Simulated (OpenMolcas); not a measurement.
# Levels of Cl II by method

* Program: OpenMolcas
* Basis: ANO-RCC-VTZP [5s4p2d1f]
* Scalar Hamiltonian: DKH2, point nucleus
* Active space: 6 electrons in 4 orbitals (3s 3p)
* State averaging: 2S+1 = 3 even, 3 roots; 2S+1 = 1 even, 6 roots; 2S+1 = 3 odd, 3 roots; 2S+1 = 1 odd, 3 roots
* Spin-orbit coupling: RASSI with atomic mean-field integrals over the reference wave functions, term energies averaged over their components

Methods on the same reference wave functions:
A. CASSCF
B. SS-CASPT2, IPEA 0.25 Eh, imaginary shift 0.1 Eh (closed shells correlated: 2s 2p)
C. XMS-CASPT2, IPEA 0.25 Eh, imaginary shift 0.1 Eh (closed shells correlated: 2s 2p)

Energies in eV above 3s2 3p4 3P2, the measured ground level; measured values from NIST Handbook of Basic Atomic Spectroscopic Data.

```tsv
Level	A	B	C	Measured
3s2 3p4 3P2	0.0000	0.0000	0.0000	0.0000
3s2 3p4 3P1	0.0803	0.0806	0.0806	0.0863
3s2 3p4 3P0	0.1158	0.1163	0.1165	0.1235
3s2 3p4 1D2	1.7882	1.505	1.509	1.4449
3s2 3p4 1S0	3.3038	3.476	3.608	3.4564
3s 3p5 3P* 2	14.4968	12.875	12.713	11.5761
3s 3p5 3P* 1	14.5750	12.953	12.791	11.6545
3s 3p5 3P* 0	14.6148	12.993	12.831	11.6959
3s 3p5 1P* 1	21.2968	18.336	18.152
```

Deviations, from unrounded energies. A percentage is the sum of absolute deviations over the sum of measured energies, with the sign that they share, or ± where signs differ.

```csv
Against measurement,Levels,A,B,C
mean absolute deviation (cm-1),7,11000,4600,4200
fine structure of the ground term (%),2,-6.5,-6.1,-6.1
other terms of the ground configuration (%),2,±10.1,+1.6,+4.4
other configurations (%),3,+25.1,+11.2,+9.8
```

C lies closest to measurement on these levels and A furthest from it. The largest miss of C in the table is 3s 3p5 3P* 2, by +9200 cm-1. The ranking rests on the paired levels alone, and a cruder setting can come out closer through cancelling errors.

Between B and C the level of the table that moves most is 3s 3p5 1P* 1, by 1500 cm-1 (lowest in C, highest in B). Moves below CASPT2's spread within the term are not significant.

The mean deviations of B to C differ by less than CASPT2's widest spread within a term (640 cm-1), so their order carries little weight.

From A to B the spin-free energies of the other terms of 3s2 3p4 shown, above 3P, scale by factors of 0.84 to 1.05.

The lowest spin-free term lies below A's lowest term by 0.154 hartree in B, 0.159 hartree in C.

Term energies are means over components that CASPT2 splits; among the terms shown or strongly mixed into the levels shown the widest spread is 640 cm-1 (3s2 3p4 1D, C). Over all roots computed the reference weight is 0.87 to 0.96 in B, 0.85 to 0.96 in C; the roots of lowest weight are the least certain, and an intruder state may touch them. Terms of s pⁿ other than that of highest spin mix with s² pⁿ⁻² d, which this space lacks; all of them can be thousands of cm-1 off, and some have no real level of that name. Without dynamic correlation excited terms often stand tens of per cent too high (terms of higher spin than the ground term too low), and those without a measured partner can miss by more than the paired ones (holds for A). Computed and measured levels are paired by configuration, term and J; levels that our copy of the source lacks, or whose pairing is in doubt (as where it misses far off the trend of its configuration), stay unpaired and out of the deviations. Only configurations of the active space appear.

* marks odd parity.
